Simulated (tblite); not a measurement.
Species: C₄H₆BClO.
Numbering: `[CH2:1]=[CH:2][O:3]/[CH:4]=[CH:5]/[BH:6][Cl:7]` (hydrogens: H8, H9 on C1; H10 on C2; H11 on C4; H12 on C5; H13 on B6)

Computed with GFN2-xTB (tblite), gas phase: L-BFGS steps from a force-field or distance-geometry start until the largest atomic force falls under 0.01 eV/Å.

Step 44: E = -583.6726 eV
```
atom  x, y, z in Å  |  force x, y, z in eV/Å
C1     -2.3126    1.0079   -0.2439   -0.037   0.040  -0.017
C2     -2.0488   -0.2474    0.0846   -0.009   0.047   0.001
O3     -0.8626   -0.9131    0.0314   -0.047   0.024  -0.018
C4      0.2992   -0.2690   -0.1469    0.000   0.022  -0.029
C5      1.4558   -0.9362   -0.3095    0.009   0.020   0.000
B6      2.8091   -0.2425   -0.4539    0.043   0.017   0.027
Cl7     2.8825    1.4560   -0.6359   -0.010  -0.021   0.019
H8     -3.3129    1.3861   -0.1437   -0.004  -0.042   0.000
H9     -1.5880    1.7065   -0.6255    0.038  -0.071   0.033
H10    -2.8218   -0.9225    0.4307    0.034   0.024   0.001
H11     0.2858    0.8154   -0.1193   -0.051  -0.026   0.003
H12     1.3832   -2.0160   -0.3162    0.043  -0.007   0.027
H13     3.8266   -0.8246   -0.4310   -0.011  -0.026  -0.047
```

Step 45: E = -583.6732 eV
```
atom  x, y, z in Å  |  force x, y, z in eV/Å
C1     -2.3163    1.0085   -0.2433   -0.017   0.022  -0.013
C2     -2.0486   -0.2465    0.0824   -0.020   0.030   0.012
O3     -0.8632   -0.9119    0.0230    0.001   0.053  -0.012
C4      0.3001   -0.2667   -0.1503   -0.008  -0.037  -0.029
C5      1.4567   -0.9360   -0.3083    0.011   0.030   0.010
B6      2.8111   -0.2419   -0.4512    0.006  -0.038   0.021
Cl7     2.8838    1.4542   -0.6338    0.001   0.013   0.018
H8     -3.3157    1.3853   -0.1384   -0.025  -0.032   0.003
H9     -1.5927    1.7057   -0.6265    0.055  -0.038   0.015
H10    -2.8181   -0.9222    0.4335    0.014   0.012   0.000
H11     0.2875    0.8176   -0.1225   -0.055  -0.030  -0.001
H12     1.3854   -2.0169   -0.3117    0.033   0.031   0.019
H13     3.8257   -0.8287   -0.4318    0.004  -0.016  -0.042
```

Step 46: E = -583.6738 eV
```
atom  x, y, z in Å  |  force x, y, z in eV/Å
C1     -2.3163    1.0097   -0.2445    0.004  -0.005  -0.004
C2     -2.0493   -0.2453    0.0816   -0.019   0.006   0.016
O3     -0.8638   -0.9119    0.0235   -0.002   0.066  -0.011
C4      0.3003   -0.2672   -0.1486   -0.013  -0.055  -0.018
C5      1.4571   -0.9366   -0.3063    0.019   0.030   0.019
B6      2.8117   -0.2409   -0.4510   -0.022  -0.063   0.009
Cl7     2.8783    1.4547   -0.6341    0.015   0.020   0.020
H8     -3.3161    1.3859   -0.1422   -0.017  -0.021   0.000
H9     -1.5876    1.7036   -0.6238    0.037  -0.019   0.007
H10    -2.8192   -0.9217    0.4316    0.018   0.018  -0.006
H11     0.2870    0.8170   -0.1173   -0.046  -0.029  -0.010
H12     1.3875   -2.0182   -0.3088    0.027   0.052   0.013
H13     3.8261   -0.8288   -0.4391    0.000  -0.003  -0.035
```

Step 47: E = -583.6745 eV
```
atom  x, y, z in Å  |  force x, y, z in eV/Å
C1     -2.3172    1.0113   -0.2459    0.021  -0.027   0.007
C2     -2.0503   -0.2434    0.0807   -0.010  -0.012   0.015
O3     -0.8651   -0.9109    0.0224    0.004   0.040  -0.008
C4      0.3003   -0.2684   -0.1477   -0.015  -0.050  -0.006
C5      1.4583   -0.9365   -0.3036    0.006   0.016   0.025
B6      2.8125   -0.2409   -0.4505   -0.039  -0.051  -0.003
Cl7     2.8748    1.4548   -0.6330    0.026   0.025   0.022
H8     -3.3176    1.3856   -0.1438   -0.008  -0.001  -0.006
H9     -1.5838    1.7015   -0.6221    0.017   0.007  -0.003
H10    -2.8196   -0.9201    0.4301    0.005   0.010  -0.003
H11     0.2851    0.8152   -0.1136   -0.030  -0.008  -0.019
H12     1.3919   -2.0182   -0.3050    0.015   0.051   0.008
H13     3.8262   -0.8294   -0.4469    0.008   0.000  -0.028
```

Question: Estimate the geometry and energy of step 48. (The exact step hangs on the optimiser's Hessian estimate; all steps are aligned on step 47, rigid shifts and turns removed.)

Answer: E = -583.6749 eV, largest force 0.040 eV/Å
```
atom  x, y, z in Å  |  force x, y, z in eV/Å
C1     -2.3175    1.0124   -0.2471    0.025  -0.026   0.011
C2     -2.0511   -0.2422    0.0799   -0.001  -0.017   0.012
O3     -0.8665   -0.9108    0.0220    0.000   0.006  -0.004
C4      0.2998   -0.2706   -0.1464   -0.015  -0.018  -0.001
C5      1.4594   -0.9362   -0.3006   -0.005   0.001   0.021
B6      2.8126   -0.2416   -0.4508   -0.027  -0.013  -0.007
Cl7     2.8738    1.4554   -0.6316    0.029   0.013   0.024
H8     -3.3187    1.3851   -0.1442    0.008   0.009  -0.014
H9     -1.5817    1.7012   -0.6219   -0.001   0.013  -0.004
H10    -2.8210   -0.9179    0.4287   -0.001   0.000   0.000
H11     0.2829    0.8128   -0.1113   -0.017   0.005  -0.023
H12     1.3971   -2.0175   -0.3024    0.000   0.027   0.009
H13     3.8265   -0.8296   -0.4534    0.005   0.000  -0.026
```

The energy changes by -0.0004 eV. The first-order estimate −F·Δx gives -0.0006 eV and the mean of the old and new forces, exact on a quadratic surface, -0.0004 eV. The step makes an angle of 67° with the force vector and moves no atom by more than 0.006 Å.

What follows is the cost of the whole relaxation. The run took 0.68 s on an Arm Neoverse N1 with one thread, no GPU, on a shared host.
